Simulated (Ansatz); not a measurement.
Consider the isomerisation: `O=C[SiH2][SiH2][AlH2]` → `[AlH2][CH]1O[SiH2][SiH2]1`.

Program: Ansatz. Geometries: PBE0-D4/def2-TZVP. ΔE: electronic, gas phase. CCSD(T)/CBS is the MP2 limit (def2-TZVPP, def2-QZVPP) plus CCSD(T) − MP2 in def2-TZVPP, frozen cores. DFT in def2-TZVPP. B3LYP here is the variant with VWN-RPA as its local correlation; programs differ in this. Each species was taken in one conformer, which may not be the lowest.

```tsv
level	ΔE (kJ/mol)	difference from CCSD(T)/CBS
PBE-D4	-54.3	21.9
r2SCAN-D4	-68.4	7.8
PBE0-D4	-68.1	8.1
B3LYP-D4	-63.4	12.8
ωB97X-V	-75.6	0.6
ωB97M-V	-84.0	-7.8
B2PLYP	-67.7	8.5
PBE	-50.0	26.2
r2SCAN	-67.7	8.5
PBE0	-64.7	11.5
B3LYP	-56.2	20.0
HF/def2-TZVPP	-53.2	23.0
MP2/def2-TZVPP	-88.6	-12.4
SCS-MP2/def2-TZVPP	-78.0	-1.8
CCSD/def2-TZVPP	-69.6	6.6
CCSD(T)/def2-TZVPP	-69.5	6.7
HF/def2-QZVPP	-54.5	21.7
MP2/def2-QZVPP	-92.9	-16.7
SCS-MP2/def2-QZVPP	-81.9	-5.7
HF/CBS(def2)	-54.7	21.5
MP2/CBS(def2)	-95.2	-19.0
CCSD/CBS(def2)	-76.2	0.0
CCSD(T)/CBS	-76.2	0
```

Largest T1 diagnostic among the species: 0.016.

From PBE to PBE0 (25 % exact exchange), in def2-TZVPP and without D4, ΔE moves by −14.6 kJ/mol. In def2-TZVPP, CCSD(T) changes the Hartree–Fock value by −16.3 kJ/mol (the triples alone add +0.1 kJ/mol) and MP2 by −35.4 kJ/mol.
